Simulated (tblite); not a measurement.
All values are computed: GFN2-xTB (tblite) harmonic vibrations without scaling, gas phase. The method is semi-empirical: single wavenumbers can be off by several per cent or more. Modes of hydrogen on phosphorus and silicon can be 10 to 20 % off. One conformer each. Thermal functions are those of the rigid rotor and harmonic oscillator, without mixing of conformers.

Task: Order these by their zero-point energy, highest first (kcal/mol).
A. `COC[SiH2][SiH2]CCl`
B. `C=C[P+](NC)(C)C`
C. `CC[PH2+]CSC`
D. `C#C[C@](C)(CO)C[SiH2]C`
E. `N#Cc1ccccc[cH+]1`

Result: D (117.1), B (105.7), C (92.2), A (80.4), E (70.0).

```tsv
SMILES	atoms	mass (u)	symmetry number	modes under 300 cm⁻¹	ZPE (kcal/mol)	S translation (cal/(mol K))	S rotation	S vibration	S	Cp
C#C[C@](C)(CO)C[SiH2]C	23	142.08	1	10	117.1	40.8	29.7	37.5	108.0	48.6
C=C[P+](C)(C)NC	20	118.08	1	10	105.7	40.2	28.3	31.7	100.2	40.8
CC[PH2+]CSC	18	123.04	1	8	92.2	40.4	28.6	30.3	99.2	36.3
COC[SiH2][SiH2]CCl	18	154.00	1	9	80.4	41.0	30.1	40.1	111.2	42.6
N#Cc1ccccc[cH+]1	15	116.05	2	4	70.0	40.2	27.3	17.9	85.4	30.7
```

Entropies and Cp are for 298.15 K and 1 bar.
